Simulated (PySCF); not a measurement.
Coordinates in bohr (charge 0 multiplicity 1):
```
B     0.0000    1.7741    0.0000
B     0.0000   -1.7741    0.0000
B     2.2626    0.0000    0.0000
B    -2.2626    0.0000    0.0000
```

Method: PySCF, PBE0, basis B def2-TZVP (no relativity, density fitting).

This geometry of B₄ is a stationary point at this level.

Question: What is the point group?

Answer: D2h.

Question: Is it a minimum?

Answer: Yes: all harmonic wavenumbers are real.

Question: Give the atomic charges and bond orders.

Answer: 
```csv
atom,Mulliken,Löwdin,polar tensor,Mayer order to B1
B1,-0.03,-0.06,-0.08,–
B2,-0.03,-0.06,-0.08,0.72
"B3,4",0.03,0.06,0.08,1.42
```
Other Mayer orders above 0.3: B–B 0.51, B–B 1.42 (×2).

Question: What is the atomisation energy, with and without zero-point energy?

Answer: 1417 kJ/mol without, 1384 kJ/mol with.

Other isomers or separated fragments may lie lower.
